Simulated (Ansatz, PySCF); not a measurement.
CH8O2Si3, SMILES C[Si@H]1O[SiH2][Si@@H]1O. Atoms are numbered in the order given.

```xyz
14

C      2.5341    -0.7206    -1.0282
Si     1.2614    -0.1058     0.2039
O      0.6874     1.4358    -0.2452
Si    -1.0119     1.4804    -0.2940
Si    -0.9911    -0.8743     0.0640
O     -1.8152    -1.6279     1.3153
H      2.1000    -0.7944    -2.0373
H      3.3929    -0.0307    -1.0706
H      2.9060    -1.7160    -0.7348
H      1.8656    -0.0548     1.5708
H     -1.5621     2.3390     0.7985
H     -1.4782     2.0349    -1.5988
H     -1.2969    -1.6919    -1.1438
H     -1.7273    -1.2291     2.1893
```
Charge 0, spin multiplicity 1.

Coordinates come from a B3LYP-D3(BJ)/def2-SVP optimisation. The structure was generated by enumeration; whether it is a known compound was not checked. One conformer was computed; it need not be the lowest.

Vertical ionisation energy (IE) and electron affinity (EA) in eV. Rows of orbital energies are one-electron estimates. Where ΔSCF, EOM or ADC give a negative EA the extra electron is unbound and the value depends on the basis.

| level | IE | EA |
|---|---|---|
| −ε(HOMO), −ε(LUMO), M06-2X/def2-TZVP (PySCF) | 7.80 | 0.29 |
| −ε(HOMO), −ε(LUMO), PBE/def2-TZVP (PySCF) | [?] | [?] |
| ΔSCF, CAM-B3LYP/def2-SVPD (Ansatz), final states of multiplicity 2 and 2 | 8.81 | -0.48 |
| ΔSCF, PBE/def2-SVPD (Ansatz), final states of multiplicity 2 and 2 | 8.45 | -0.19 |

**Question.** Some entries are withheld; supply them. (The exact figures need the calculation; the answer reports its results.)

**Answer.** 
- −ε(HOMO), −ε(LUMO), PBE/def2-TZVP (PySCF), IE: 5.76
- −ε(HOMO), −ε(LUMO), PBE/def2-TZVP (PySCF), EA: 1.89

**Question.** What vertical singlet–triplet gap does ΔSCF give with CAM-B3LYP/def2-SVPD (Ansatz, a quantum-chemistry and plane-wave program) and with PBE/def2-SVPD (Ansatz)? (The exact figures need the calculation; the answer reports its results.)

**Answer.** 4.22 and 3.69 eV (triplet above singlet where positive).
